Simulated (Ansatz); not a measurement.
Conformers of `C=C[Si](C)(N)O`, each relaxed with PBE0-D4/def2-TZVP in Ansatz. CBS adds the triple-zeta coupled-cluster correction to the MP2 limit.

Not all of them had a frequency check.

Conformer A:

Z-matrix (Å, degrees):
```
Si
C 1 1.863
N 1 1.720 2 105.0
C 1 1.860 2 111.2 3 126.5
O 1 1.652 2 112.9 3 -117.2
C 2 1.330 1 124.1 3 -127.5
H 2 1.091 1 118.5 3 52.7
H 3 1.008 1 121.0 2 177.8
H 3 1.007 1 119.7 2 32.0
H 4 1.093 1 109.8 2 -178.3
H 4 1.092 1 111.5 2 -58.7
H 4 1.093 1 111.4 2 62.7
H 5 0.959 1 115.4 2 70.0
H 6 1.087 2 121.7 1 0.2
H 6 1.087 2 122.5 1 -179.6
```

Conformer B:

```xyz
15

C     2.250    0.402   -0.388
C     1.108    1.058   -0.199
Si   -0.555    0.243   -0.039
C    -0.444   -1.580   -0.402
N    -1.292    0.392    1.511
O    -1.495    1.071   -1.116
H     3.209    0.908   -0.459
H     2.279   -0.680   -0.487
H     1.159    2.145   -0.118
H    -1.434   -2.041   -0.343
H    -0.053   -1.751   -1.407
H     0.208   -2.098    0.306
H    -1.383    1.298    1.943
H    -1.118   -0.314    2.209
H    -2.440    0.947   -1.011
```

Task: Which is lowest in electronic energy at CCSD(T)/CBS (frozen core, def2 sets), and by how much? (Estimate.)

Result: The calculation gave: A; B lies 1.7 kJ/mol higher. Gaps under about 2 kJ/mol don't settle the order.

Task: Give the energies relative to A (kJ/mol) with B3LYP-D4/def2-TZVPP, B2PLYP/def2-TZVPP, r2SCAN/def2-TZVPP, CCSD/def2-TZVPP, CCSD(T)/def2-TZVPP, MP2/def2-QZVPP, MP2/CBS(def2). (An estimate is asked.)

Result: Ansatz gave: 
```tsv
level	B
B3LYP-D4/def2-TZVPP	1.2
B2PLYP/def2-TZVPP	1.3
r2SCAN/def2-TZVPP	0.9
CCSD/def2-TZVPP	1.4
CCSD(T)/def2-TZVPP	1.3
MP2/def2-QZVPP	1.7
MP2/CBS(def2)	1.8
```

B3LYP here is the variant with VWN-RPA as its local correlation; programs differ in this.
